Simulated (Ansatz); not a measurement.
Relaxation of ClFGeH4O (8 atoms, charge 0, multiplicity 1), to a largest force component of 0.03 eV/Å in at most 50 steps.

These are results of RKS BHLYP-D4/def2-SVP in Ansatz, not measurements.

```xyz
8
Properties=species:S:1:pos:R:3:forces:R:3
Ge -0.032 -0.498 -0.339 0.04 0.07 0.04
F 0.684 0.409 2.298 0.01 -0.05 0.00
H 1.269 0.198 -0.696 -0.02 0.00 -0.01
H -1.148 0.383 0.190 -0.03 -0.02 -0.04
Cl -0.768 -1.488 -2.123 0.00 0.00 -0.02
O 0.301 -1.825 0.787 0.02 0.07 0.24
H 0.069 -2.690 0.452 0.01 0.04 0.02
H 0.683 -0.490 2.493 -0.03 -0.13 -0.23
```

Q: Where does it end, and by what steps?

A: It converged. After 7 steps the energy has fallen by 0.123 eV; H8 moved furthest, 0.38 Å.

```csv
step,energy less start (eV),largest force component (eV/Å),accepted
0,0.0000,0.240,yes
1,-0.0649,0.861,yes
2,-0.1082,0.571,yes
3,-0.0724,1.365,no
4,-0.1225,0.148,yes
5,-0.1228,0.251,yes
6,-0.1234,0.043,yes
7,-0.1235,0.012,yes
```

```xyz
8
Properties=species:S:1:pos:R:3
Ge -0.060 -0.433 -0.331
F 0.775 0.239 2.341
H 1.241 0.271 -0.662
H -1.227 0.431 0.106
Cl -0.679 -1.555 -2.074
O 0.242 -1.692 0.898
H 0.094 -2.595 0.624
H 0.672 -0.669 2.159
```

Whether the end is a true minimum wasn't checked by a vibrational analysis.

Time of the run: 38 s on 2 threads of Arm Neoverse N1, with other jobs on the host, peak memory 0.22 GiB.
